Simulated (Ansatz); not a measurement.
## Molecular dynamics of ClH$_{3}$O$_{2}$Sn

Input:

```yaml
crystal:
  periodic: [false, false, false]
  atoms:
    - { symbol: Sn, position_ang: [-0.169431, -0.326425, -0.127471] }
    - { symbol: O, position_ang: [-0.181243, -0.536499, 1.862462] }
    - { symbol: H, position_ang: [-0.46315, 0.312681, 2.258422] }
    - { symbol: O, position_ang: [1.692168, -0.553674, -0.804673] }
    - { symbol: H, position_ang: [2.308687, 0.000941, -0.286961] }
    - { symbol: Cl, position_ang: [-0.911242, 1.901605, -0.495288] }
    - { symbol: H, position_ang: [-1.126989, -1.48533, -0.953292] }
basis:
  gaussian: { orbitals: def2-SVP }
hamiltonian:
  xc: pbe
md:
  timestep: 0.25
  n_steps: 250
  ensemble: nvt_nose_hoover
  temperature: 500.0
  initial_velocities: maxwell_boltzmann
  seed: 264566
  nose_hoover: { tau: 100.0, chain_length: 3 }
```

Launched with:

```bash
$ ansatz run input.yaml --threads 2 --pin off --max-ram 3072MiB --backend cpu --events-out ev --progress --plain --runs-dir out
```

It starts from a relaxed structure.

Output, in part (one step line in 5, the closing report, with atoms numbered from 0):

```
md step     0: t =     0.00 fs  T =   500.0 K  F+E_penalty+E_count = -22481.81735478 eV  E_kin = 0.323150 eV  conserved = -22481.49420478 eV  (27 SCF iters)
md step     5: t =     1.25 fs  T =   460.8 K  F+E_penalty+E_count = -22481.79199325 eV  E_kin = 0.297845 eV  conserved = -22481.49414902 eV  (30 SCF iters)
md step    10: t =     2.50 fs  T =   374.3 K  F+E_penalty+E_count = -22481.73595748 eV  E_kin = 0.241903 eV  conserved = -22481.49406302 eV  (30 SCF iters)
md step    15: t =     3.75 fs  T =   291.9 K  F+E_penalty+E_count = -22481.68265561 eV  E_kin = 0.188661 eV  conserved = -22481.49402511 eV  (30 SCF iters)
md step    20: t =     5.00 fs  T =   240.2 K  F+E_penalty+E_count = -22481.64920338 eV  E_kin = 0.155248 eV  conserved = -22481.49402635 eV  (29 SCF iters)
md step    25: t =     6.25 fs  T =   219.9 K  F+E_penalty+E_count = -22481.63606062 eV  E_kin = 0.142136 eV  conserved = -22481.49405372 eV  (30 SCF iters)
md step    30: t =     7.50 fs  T =   214.2 K  F+E_penalty+E_count = -22481.63231347 eV  E_kin = 0.138429 eV  conserved = -22481.49409291 eV  (30 SCF iters)
md step    35: t =     8.75 fs  T =   198.4 K  F+E_penalty+E_count = -22481.62199064 eV  E_kin = 0.128195 eV  conserved = -22481.49410551 eV  (30 SCF iters)
md step    40: t =    10.00 fs  T =   165.7 K  F+E_penalty+E_count = -22481.60073511 eV  E_kin = 0.107118 eV  conserved = -22481.49403713 eV  (30 SCF iters)
md step    45: t =    11.25 fs  T =   151.3 K  F+E_penalty+E_count = -22481.59121533 eV  E_kin = 0.097766 eV  conserved = -22481.49398469 eV  (30 SCF iters)
md step    50: t =    12.50 fs  T =   182.6 K  F+E_penalty+E_count = -22481.61135482 eV  E_kin = 0.118015 eV  conserved = -22481.49402027 eV  (30 SCF iters)
md step    55: t =    13.75 fs  T =   244.1 K  F+E_penalty+E_count = -22481.65092100 eV  E_kin = 0.157766 eV  conserved = -22481.49405074 eV  (30 SCF iters)
md step    60: t =    15.00 fs  T =   318.0 K  F+E_penalty+E_count = -22481.69837002 eV  E_kin = 0.205523 eV  conserved = -22481.49405679 eV  (28 SCF iters)
md step    65: t =    16.25 fs  T =   396.4 K  F+E_penalty+E_count = -22481.74865331 eV  E_kin = 0.256188 eV  conserved = -22481.49410225 eV  (29 SCF iters)
md step    70: t =    17.50 fs  T =   450.1 K  F+E_penalty+E_count = -22481.78293953 eV  E_kin = 0.290916 eV  conserved = -22481.49418916 eV  (29 SCF iters)
md step    75: t =    18.75 fs  T =   433.6 K  F+E_penalty+E_count = -22481.77169405 eV  E_kin = 0.280243 eV  conserved = -22481.49418405 eV  (29 SCF iters)
md step    80: t =    20.00 fs  T =   352.8 K  F+E_penalty+E_count = -22481.71884010 eV  E_kin = 0.228021 eV  conserved = -22481.49406407 eV  (29 SCF iters)
md step    85: t =    21.25 fs  T =   272.9 K  F+E_penalty+E_count = -22481.66672461 eV  E_kin = 0.176392 eV  conserved = -22481.49399920 eV  (29 SCF iters)
md step    90: t =    22.50 fs  T =   234.0 K  F+E_penalty+E_count = -22481.64121725 eV  E_kin = 0.151223 eV  conserved = -22481.49402316 eV  (30 SCF iters)
md step    95: t =    23.75 fs  T =   225.7 K  F+E_penalty+E_count = -22481.63555056 eV  E_kin = 0.145872 eV  conserved = -22481.49406443 eV  (28 SCF iters)
md step   100: t =    25.00 fs  T =   223.2 K  F+E_penalty+E_count = -22481.63355528 eV  E_kin = 0.144226 eV  conserved = -22481.49409199 eV  (30 SCF iters)
md step   105: t =    26.25 fs  T =   205.4 K  F+E_penalty+E_count = -22481.62170321 eV  E_kin = 0.132736 eV  conserved = -22481.49411841 eV  (30 SCF iters)
md step   110: t =    27.50 fs  T =   156.9 K  F+E_penalty+E_count = -22481.59000378 eV  E_kin = 0.101427 eV  conserved = -22481.49408030 eV  (30 SCF iters)
md step   115: t =    28.75 fs  T =    99.9 K  F+E_penalty+E_count = -22481.55280973 eV  E_kin = 0.064592 eV  conserved = -22481.49398276 eV  (29 SCF iters)
md step   120: t =    30.00 fs  T =    84.5 K  F+E_penalty+E_count = -22481.54260909 eV  E_kin = 0.054590 eV  conserved = -22481.49397957 eV  (22 SCF iters)
md step   125: t =    31.25 fs  T =   116.2 K  F+E_penalty+E_count = -22481.56292962 eV  E_kin = 0.075104 eV  conserved = -22481.49402204 eV  (30 SCF iters)
md step   130: t =    32.50 fs  T =   173.8 K  F+E_penalty+E_count = -22481.59981522 eV  E_kin = 0.112355 eV  conserved = -22481.49402585 eV  (30 SCF iters)
md step   135: t =    33.75 fs  T =   251.4 K  F+E_penalty+E_count = -22481.64941014 eV  E_kin = 0.162500 eV  conserved = -22481.49404994 eV  (30 SCF iters)
md step   140: t =    35.00 fs  T =   331.6 K  F+E_penalty+E_count = -22481.70045626 eV  E_kin = 0.214284 eV  conserved = -22481.49413984 eV  (30 SCF iters)
md step   145: t =    36.25 fs  T =   366.5 K  F+E_penalty+E_count = -22481.72201872 eV  E_kin = 0.236841 eV  conserved = -22481.49417520 eV  (30 SCF iters)
md step   150: t =    37.50 fs  T =   340.4 K  F+E_penalty+E_count = -22481.70401395 eV  E_kin = 0.219994 eV  conserved = -22481.49407812 eV  (29 SCF iters)
md step   155: t =    38.75 fs  T =   304.5 K  F+E_penalty+E_count = -22481.67977019 eV  E_kin = 0.196793 eV  conserved = -22481.49401398 eV  (28 SCF iters)
md step   160: t =    40.00 fs  T =   297.1 K  F+E_penalty+E_count = -22481.67411230 eV  E_kin = 0.192039 eV  conserved = -22481.49404752 eV  (29 SCF iters)
md step   165: t =    41.25 fs  T =   304.2 K  F+E_penalty+E_count = -22481.67776341 eV  E_kin = 0.196614 eV  conserved = -22481.49409718 eV  (29 SCF iters)
md step   170: t =    42.50 fs  T =   297.2 K  F+E_penalty+E_count = -22481.67225930 eV  E_kin = 0.192099 eV  conserved = -22481.49411627 eV  (30 SCF iters)
md step   175: t =    43.75 fs  T =   260.2 K  F+E_penalty+E_count = -22481.64739081 eV  E_kin = 0.168188 eV  conserved = -22481.49412322 eV  (28 SCF iters)
md step   180: t =    45.00 fs  T =   186.5 K  F+E_penalty+E_count = -22481.59888974 eV  E_kin = 0.120516 eV  conserved = -22481.49409553 eV  (30 SCF iters)
md step   185: t =    46.25 fs  T =    93.6 K  F+E_penalty+E_count = -22481.53823602 eV  E_kin = 0.060477 eV  conserved = -22481.49399387 eV  (30 SCF iters)
md step   190: t =    47.50 fs  T =    36.2 K  F+E_penalty+E_count = -22481.50085517 eV  E_kin = 0.023379 eV  conserved = -22481.49394216 eV  (23 SCF iters)
md step   195: t =    48.75 fs  T =    44.1 K  F+E_penalty+E_count = -22481.50588033 eV  E_kin = 0.028506 eV  conserved = -22481.49398442 eV  (23 SCF iters)
md step   200: t =    50.00 fs  T =    98.1 K  F+E_penalty+E_count = -22481.54048706 eV  E_kin = 0.063376 eV  conserved = -22481.49401456 eV  (30 SCF iters)
md step   205: t =    51.25 fs  T =   179.4 K  F+E_penalty+E_count = -22481.59245012 eV  E_kin = 0.115937 eV  conserved = -22481.49402772 eV  (30 SCF iters)
md step   210: t =    52.50 fs  T =   276.2 K  F+E_penalty+E_count = -22481.65401091 eV  E_kin = 0.178484 eV  conserved = -22481.49409094 eV  (30 SCF iters)
md step   215: t =    53.75 fs  T =   351.6 K  F+E_penalty+E_count = -22481.70134811 eV  E_kin = 0.227240 eV  conserved = -22481.49417258 eV  (30 SCF iters)
md step   220: t =    55.00 fs  T =   364.8 K  F+E_penalty+E_count = -22481.70805564 eV  E_kin = 0.235738 eV  conserved = -22481.49412825 eV  (28 SCF iters)
md step   225: t =    56.25 fs  T =   340.3 K  F+E_penalty+E_count = -22481.69040015 eV  E_kin = 0.219922 eV  conserved = -22481.49401258 eV  (29 SCF iters)
md step   230: t =    57.50 fs  T =   338.8 K  F+E_penalty+E_count = -22481.68777118 eV  E_kin = 0.218965 eV  conserved = -22481.49401276 eV  (29 SCF iters)
md step   235: t =    58.75 fs  T =   364.6 K  F+E_penalty+E_count = -22481.70271190 eV  E_kin = 0.235609 eV  conserved = -22481.49408524 eV  (27 SCF iters)
md step   240: t =    60.00 fs  T =   379.0 K  F+E_penalty+E_count = -22481.71014224 eV  E_kin = 0.244930 eV  conserved = -22481.49411760 eV  (28 SCF iters)
md step   245: t =    61.25 fs  T =   359.2 K  F+E_penalty+E_count = -22481.69542447 eV  E_kin = 0.232159 eV  conserved = -22481.49410955 eV  (30 SCF iters)
md step   250: t =    62.50 fs  T =   302.7 K  F+E_penalty+E_count = -22481.65710225 eV  E_kin = 0.195608 eV  conserved = -22481.49410630 eV  (28 SCF iters)
Total energy: -22481.65714024 eV, -826.1856612892 hartree
Atom 0 at    -0.199551    -0.333005    -0.124163 Å, force     0.506618     0.387827     0.034715 eV/Å
Atom 1 at    -0.045306    -0.597084     1.851492 Å, force     0.352120    -0.479103    -0.236287 eV/Å
Atom 2 at    -0.601314    -0.098773     2.466318 Å, force    -0.391044     0.355479    -0.051858 eV/Å
Atom 3 at     1.717514    -0.483781    -0.713964 Å, force    -0.315455    -0.397690    -0.248841 eV/Å
Atom 4 at     2.364565     0.219912    -0.500443 Å, force    -0.529804     0.046984     0.200375 eV/Å
Atom 5 at    -0.877882     1.924771    -0.541669 Å, force    -0.046532    -0.209208     0.051610 eV/Å
Atom 6 at    -1.230662    -1.480445    -0.971768 Å, force     0.424097     0.295712     0.250286 eV/Å
Dipole moment:    -0.201304    -0.054658     0.115914 e Å
```

The run went to its last step. The conserved energy stayed within 0.038 meV per atom of its start (net change 0.014 meV per atom), so the integration is sound. The mean temperature of the second half is 48 % below the set value. A run of 0.062 ps of so small a system gives no equilibrium averages.

The same pairs are bonded in the first frame and the last. Pairs count as bonded within 1.25 times the sum of covalent radii (0.12 Å more for H–H).

Last frame:

```xyz
7
Properties=species:S:1:pos:R:3
Sn -0.200 -0.333 -0.124
O -0.045 -0.597 1.851
H -0.601 -0.099 2.466
O 1.718 -0.484 -0.714
H 2.365 0.220 -0.500
Cl -0.878 1.925 -0.542
H -1.231 -1.480 -0.972
```

Time of the run: 5.9 min on 2 threads of Arm Neoverse V1 (shared host), peak memory 0.12 GiB.
